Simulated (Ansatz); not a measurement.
A made-up structure of LiBSiH4S, singlet:

```
8
angstrom
Li -1.0910 1.0525 1.3550
S 0.8700 1.9855 1.1242
B 1.0416 0.6560 0.0012
Si -0.3663 -0.7580 -0.4120
H 2.0576 0.4958 -0.6226
H -1.6429 -0.5143 0.4032
H 1.5246 3.0777 1.6018
H 0.0004 -2.1508 -0.0364
```

It is relaxed with PBE-D4/def2-SVP and then PBE0-D4/def2-TZVP (Ansatz 0.2.0). Atoms count as bonded within 1.22 times the sum of their covalent radii (H–H: 0.88 Å). The end point is not checked to be a true minimum.

Q: Does its bonding change? (Judge from chemistry; the calculation decides.)

A: By the calculation: Yes. Formed: none; broken: Li1–H6.

Where it ends: The first stage lowers the energy by 1.32 eV in 20 steps. It ends as LiBSiH₄S ([SiH2]1[Li]2[SH][BH]12):
```
8
angstrom
Li -1.0336 1.6803 0.1900
S 0.8060 1.8385 1.6748
B 1.0001 0.5380 0.3486
Si -0.3224 -0.7833 0.1374
H 1.8247 0.7579 -0.4886
H -1.2343 -1.1442 1.2645
H 1.5639 2.8206 1.1582
H -0.2105 -1.8633 -0.8703
```

Labels in which every atom is bracketed show which atoms are joined, not bond orders.

For scale, one of the runs: PBE0-D4/def2-TZVP relaxation, 143 basis functions, launched by `ansatz run in.yaml --threads 2 --pin off --events-out ev --progress --plain --max-ram 4352MiB`. The run took about 28 s on 2 CPU threads of an Arm Neoverse V1 (shared host).
